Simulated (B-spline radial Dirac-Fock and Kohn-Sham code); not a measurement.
Satellites and hypersatellites of the K lines of Pm³⁺

System: the Pm³⁺ ion, configuration [Xe] 4f3 5d1 (an excited configuration).

Input of the calculation (task.json; shells as n, l, electrons):

```json
{"items": [{
  "Z": 61,
  "q": 3,
  "cfg": [[1, 0, 2], [2, 0, 2], [2, 1, 6], [3, 0, 2], [3, 1, 6], [3, 2, 10], [4, 0, 2], [4, 1, 6], [4, 2, 10], [4, 3, 3], [5, 0, 2], [5, 1, 6], [5, 2, 1]],
  "A": 145,
  "rrms": 4.962,
  "do": ["binding", "quiet", "double"]
}]}
```

Launch: `python xray_run.py task.json out`

Level of theory: relaxed Dirac-Fock hole states (ΔSCF) with Breit and QED corrections and a finite nucleus; a radial finite-basis atomic code. Each two-hole energy is an average over J within one jj subconfiguration, not an observable level; in light atoms, where LS coupling holds, the j-resolved values are not observed lines, and for a K spectator the Kα1 hypersatellite is nearly forbidden. Correlation and solid-state effects are left out.

Lines without a spectator: Kα2 (K-L2) 38167.8 eV, Kα1 (K-L3) 38721.2 eV, Kβ3 (K-M2) 43704.9 eV, Kβ1 (K-M3) 43818.2 eV. Shifts in eV with one spectator hole (a dash: not computed, or left out as unreliable):

```csv
spectator hole,Kα2,Kα1,Kβ3,Kβ1
K (1s),+745.3,+782.0,+957.9,+966.1
L2 (2p1/2),+87.9,+113.9,–,+230.9
L3 (2p3/2),+77.2,+80.3,+191.4,–
M2 (3p1/2),–,+15.49,+32.9,+39.3
M3 (3p3/2),+10.01,–,+31.1,+30.9
M4 (3d3/2),+2.68,-0.59,–,–
M5 (3d5/2),-1.57,+1.24,–,–
```
